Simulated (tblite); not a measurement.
Start geometry of `N[Si@@]1(O[SiH3])CC[Si@@H](O)O1` from a force field or distance geometry (Å):
```
atom  x, y, z in Å
N1     1.3411   -1.1211    0.6801
Si2    0.4676    0.0440   -0.3429
O3     1.4703    0.9084   -1.4088
Si4    3.0198    1.0319   -0.7285
C5    -0.8431   -0.9712   -1.2152
C6    -1.8647   -1.0826   -0.0948
Si7   -2.0146    0.7397    0.3479
O8    -3.0747    0.9931    1.6605
O9    -0.3794    1.1009    0.7241
H10    1.5453   -0.8157    1.6403
H11    2.0260   -1.7059    0.2070
H12    3.4612    2.4091   -0.8988
H13    3.8640    0.0625   -1.4289
H14    2.9394    0.7217    0.7079
H15   -1.3131   -0.3955   -2.0374
H16   -0.4512   -1.9541   -1.4975
H17   -2.8083   -1.5202   -0.4113
H18   -1.3483   -1.6570    0.7123
H19   -2.4276    1.4227   -0.8717
H20   -3.6148    1.8001    1.4332
```

What comes out of this run: tblite, GFN2-xTB geometry optimisation, gas phase?

```
atom  x, y, z in Å
N1     1.1290   -1.5997    1.3289
Si2    0.6141   -0.4962    0.1160
O3     1.9570    0.0681   -0.5882
Si4    2.7916    1.3640   -1.0815
C5    -0.6281   -1.2236   -1.1213
C6    -2.0264   -0.7779   -0.6705
Si7   -1.8078    0.9001    0.1840
O8    -2.8104    1.0071    1.4556
O9    -0.2614    0.7622    0.7023
H10    0.4741   -1.8712    2.0429
H11    2.0471   -1.4740    1.7211
H12    1.8985    2.3669   -1.6632
H13    3.6994    0.7950   -2.0754
H14    3.4994    1.9148    0.0762
H15   -0.4241   -0.8152   -2.1126
H16   -0.5776   -2.3071   -1.2143
H17   -2.7250   -0.7710   -1.5060
H18   -2.4159   -1.4953    0.0549
H19   -1.8599    2.0897   -0.6580
H20   -2.5788    1.5741    2.1867
```

The energy falls by 36.6 kcal/mol over 192 L-BFGS steps, the largest force on an atom goes from 2.75 to 0.008 eV/Å, and the atoms move by 1.047 Å rms after alignment. Among the bonds, Si2–O3, Si7–O8 and Si2–O9 change most and about equally (-0.083 to -0.082 Å). Bonds longer at the end by more than 0.005 Å: 4 of 20; shorter: 13. Among the angles that change most is Si2–O3–Si4, from 108.9° to 147.1°. Among the dihedrals that turn most is C5–Si2–O3–Si4, from -148° to 103°. Rotational constants go from 2156, 595.1, 551.8 to 1625, 638.7, 580.6 MHz. The orientation of the end geometry is arbitrary; only internal coordinates are fixed.

Its lowest GFN2-xTB frequency is 12 cm⁻¹, too small to tell a flat minimum from a shallow saddle. The numbers are those of one conformer.

The numbers are calculated, not measured.
